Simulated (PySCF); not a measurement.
## Induced dipoles and field energies

C3H14BOPSi2.
Cartesian coordinates in Å at the PBE0-D3(BJ)/def2-SVP level; atoms count from 1:
```
atom  x, y, z in Å
B1     3.0704    1.3323   -0.2413
P2     2.5534    0.1563   -1.5695
Si3    1.5713   -1.6039   -0.5626
O4     0.2677   -1.0385    0.2539
Si5   -1.1306   -0.1082    0.3130
C6    -1.1866    0.6584    2.0161
C7    -1.0641    1.2055   -1.0183
C8    -2.5749   -1.2651    0.0322
H9     4.1054    1.9460   -0.3282
H10    2.2831    1.5741    0.6423
H11    3.7355   -0.3575   -2.1668
H12    2.4873   -2.2908    0.3920
H13    1.1929   -2.5718   -1.6378
H14   -2.0978    1.2621    2.1528
H15   -0.3162    1.3145    2.1737
H16   -1.1713   -0.1185    2.7960
H17   -1.9815    1.8159   -0.9974
H18   -0.2049    1.8791   -0.8764
H19   -0.9779    0.7600   -2.0218
H20   -2.5059   -1.7440   -0.9575
H21   -3.5351   -0.7276    0.0810
H22   -2.5912   -2.0613    0.7927
```

Level: CAM-B3LYP/def2-SVPD (PySCF); nuclei fixed, core orbitals frozen in the response. Permanent dipole (-0.937, -0.365, -0.103) D (1 au = 2.5417 D). Static polarisability (au):

```
x   138.30  10.28  -6.18
y    10.28 134.26   5.06
z    -6.18   5.06 125.35
```

Only the terms in μ and α are kept: μ(F) = μ + αF and ΔE = −μ·F − ½ F·αF.

Task: A field of 0.008 au (0.411 V/Å) is applied along each axis in both senses. Find the induced dipole, the size of the total dipole and the two energy terms.

Result: 
```
field along  induced x (D)  induced y (D)  induced z (D)  total size (D)  −μ·F (kJ/mol)  −½F·αF (kJ/mol)
         +x          2.812          0.209         -0.126           1.896         +7.743          -11.619
         −x         -2.812         -0.209          0.126           3.793         -7.743          -11.619
         +y          0.209          2.730          0.103           2.475         +3.016          -11.280
         −y         -0.209         -2.730         -0.103           3.307         -3.016          -11.280
         +z         -0.126          0.103          2.549           2.680         +0.851          -10.531
         −z          0.126         -0.103         -2.549           2.812         -0.851          -10.531
```

Task: For the field (0.0048, 0.0040, 0.0064) au, what is the induced dipole, and what angle does it make with the field?

Result: αF = (1.691, 1.573, 2.015) D, at 5.1° to the field. The polarisability along this direction, F·αF/F², is 134.29 au, against a mean of 132.64 au.

Task: At what field along the permanent dipole would the induced dipole along it equal the permanent one, in this linear picture?

Result: The polarisability along the dipole is 143.73 au, so F = 0.3977 au / 143.73 au = 0.0028 au = 0.14 V/Å; higher-order terms are ignored.

Task: What field makes μF equal to kT at 400 K?

Result: kT = 1.2667 × 10⁻³ Eh, so F = 0.00319 au = 16.4 MV/cm.

Task: A unit point charge sits 10 Å away. Estimate the induction energy −αe²/2R⁴ with the mean polarisability, treating the molecule as a point.

Result: R = 18.90 bohr, so the energy is −132.6/(2 × 18.90⁴) Eh = -1.37 kJ/mol. The charge–dipole term at its most favourable orientation, −μe/R², is -2.92 kJ/mol.

Isolated species at its PBE0-D3(BJ)/def2-SVP geometry (one conformer only).
